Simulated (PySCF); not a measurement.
# Reading the logs of faulty runs: CH4Si

Calculated results; nothing here was measured. They come from PySCF 2.14.0, an open-source quantum chemistry program, on an isolated molecule that a program drew, which may never have been made. The molecule is CH4Si (charge 0, singlet), drawn as the SMILES string `C[SiH]`.

Each row is a Hartree-Fock (HF) and frozen-core CCSD(T) single point in the cc-pV(D+d)Z basis, meant for a local HF minimum. Run 1 is clean. Each other run has one planted mistake out of seven kinds, and not every kind appears here: one electron removed, one electron added, multiplicity raised by two, geometry at a saddle point, minimal basis STO-3G, one bond length entered in bohr, all coordinates scaled. The reference is restricted for singlets and unrestricted otherwise, and also for a bond in bohr. Adding or removing an electron swaps singlet and doublet. Electrons count all cores. HOMO and LUMO are orbital energies over both spins, the gradient is its largest component, and the lowest frequency (negative if imaginary) is given only where the gradient is small. Bond lengths are over the 5 bonds as drawn. T1 is the CCSD diagnostic: over 0.02 (restricted) or 0.045 (unrestricted) a single reference is doubtful.

Geometry of the clean run:
```xyz
6
CH4Si, angstrom
C    -0.2639    0.8921   -2.2551
Si    0.9733    0.7953   -0.8079
H    -0.2940   -0.0679   -2.7860
H     0.0749    1.6367   -2.9868
H    -1.2766    1.1486   -1.9380
H     2.1772    0.4340   -1.6629
```

```
run  electrons  basis functions  <S^2>  HOMO (eV)  LUMO (eV)  gradient (hartree/bohr)  lowest frequency (cm^-1)  mean bond (Å)  longest bond (Å)      T1  HF (hartree)  CCSD(T) (hartree)                     mistake
  1         24               57  0.000      -8.59       0.82                  7.4e-06                       165         1.3427             1.906  0.0118    -329.07033         -329.35025                    no fault
  2         24               57  0.000      -8.45       0.97                  3.7e-02                         -         1.2836             1.823  0.0114    -329.06126         -329.33805      all coordinates scaled
  3         24               57  2.004      -7.84       0.53                  3.6e-02                         -         1.3427             1.906  0.0143    -329.04778         -329.30552  multiplicity raised by two
  4         23               57  0.760     -17.75      -6.82                  5.6e-02                         -         1.3427             1.906  0.0157    -328.78858         -329.03597                           ?
```

**Which mistake was planted in run 4, and what did it cost?**

It counts 23 electrons, one fewer than the clean run, at the same geometry and basis. So the mistake is: one electron removed. Subtracting run 1 and multiplying by 627.51 kcal/mol a hartree, the energy moved by 176.8 kcal/mol in HF and 197.2 kcal/mol in CCSD(T).

